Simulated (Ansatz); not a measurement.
`C[SiH2][SiH](F)[SiH3]` + CH₃OH → `CO[SiH](F)[SiH3]` + `C[SiH3]`  (cleavage of the Si–Si bond)

Isolated molecules relaxed with PBE0-D4/def2-TZVP in Ansatz; ΔE leaves out vibrations. CCSD(T)/CBS adds triple-zeta CCSD(T) − MP2 to the extrapolated MP2 energy (def2 sets, frozen cores). This one scheme is used for every species. DFT in def2-TZVPP. B3LYP here is the variant with VWN-RPA as its local correlation; programs differ in this. Each species was taken in one conformer, which may not be the lowest.

```json
{"level": "B3LYP-D4", "ΔE (eV)": "-1.19"}
{"level": "MP2/def2-TZVPP", "ΔE (eV)": "-1.29"}
{"level": "HF/def2-QZVPP", "ΔE (eV)": "-1.46"}
{"level": "MP2/CBS(def2)", "ΔE (eV)": "-1.26"}
```

(1) What does CCSD(T)/CBS give? (An estimate is asked.)

Largest T1 diagnostic among the species: 0.012.

Answers

(1) The calculation gave: -1.20 eV. The listed levels differ from it by 0.01, -0.09, -0.26, -0.06 eV.

From PBE to PBE0 (25 % exact exchange), in def2-TZVPP and without D4, ΔE moves by −0.07 eV. In def2-TZVPP, CCSD(T) changes the Hartree–Fock value by +0.22 eV (the triples alone add +0.03 eV) and MP2 by +0.15 eV.
